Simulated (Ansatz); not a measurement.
Reaction (hydrogenolysis of a B–C bond): `CCB(N)S` + H₂ → `NBS` + `CC`

Computed with Ansatz on PBE0-D4/def2-TZVP structures; ΔE is electronic, products minus reactants. CCSD(T)/CBS adds triple-zeta CCSD(T) − MP2 to the extrapolated MP2 energy (def2 sets, frozen cores). This one scheme is used for every species. DFT in def2-TZVPP. B3LYP here is the variant with VWN-RPA as its local correlation; programs differ in this. HSE06 is defined as in plane-wave codes. One conformer a species, not always the lowest.

`CCB(N)S`:

```xyz
13

C    -1.020   -0.232    1.273
C    -0.077   -0.808    0.224
B     0.589    0.236   -0.752
N     0.330    1.605   -0.654
S     1.741   -0.303   -2.069
H    -1.442   -1.011    1.912
H    -0.505    0.476    1.929
H    -1.860    0.295    0.811
H    -0.608   -1.552   -0.383
H     0.725   -1.373    0.716
H    -0.291    1.980    0.042
H     0.733    2.301   -1.256
H     1.684   -1.614   -1.792
```

H₂:

Cartesian coordinates in Å:
```
H -0.358 0.095 0.044
H 0.358 -0.095 -0.044
```

`NBS`:

```xyz
7

N     0.531    0.549   -0.898
B    -0.278   -0.161   -0.017
S     0.204   -0.327    1.726
H     1.395    0.995   -0.639
H     0.292    0.659   -1.867
H    -1.289   -0.660   -0.409
H    -0.855   -1.055    2.103
```

`CC`:

Cartesian coordinates in Å:
```
C -0.535 -0.533 -0.076
C 0.535 0.533 0.076
H -0.120 -1.460 -0.479
H -0.999 -0.772 0.884
H -1.329 -0.208 -0.752
H 0.120 1.460 0.479
H 0.999 0.772 -0.884
H 1.329 0.209 0.752
```

```csv
level,ΔE (kJ/mol),difference from CCSD(T)/CBS
PBE0-D4,-24.8,-2.0
B3LYP-D4,-27.9,-5.1
HSE06-D4,-25.2,-2.4
BHLYP-D4,-31.7,-8.9
ωB97M-V,-24.4,-1.6
PBE-QIDH,-26.8,-4.0
BLYP,-43.2,-20.4
CCSD/def2-SVP,-34.4,-11.6
HF/def2-TZVPP,-53.4,-30.6
SCS-MP2/def2-TZVPP,-27.4,-4.6
CCSD(T)/CBS,-22.8,0
```

Largest T1 diagnostic among the species: 0.012.

Leaving LDA and LC-ωPBE aside and taking each functional with its dispersion term where it has one, the values, not all of them listed here, spread over 17.5 kJ/mol, from B2PLYP to revPBE-D4. LDA lies +14.7 kJ/mol from PBE without D4. The D4 term adds +14.0 kJ/mol with B3LYP and +7.8 kJ/mol with PBE0; it sums over pairs of atoms, weighted by their polarisabilities, and B3LYP, whose exchange is more repulsive, gets the larger term. At CCSD(T), def2-SVP lies −7.8 kJ/mol from the extrapolated value and def2-TZVPP −2.2 kJ/mol.
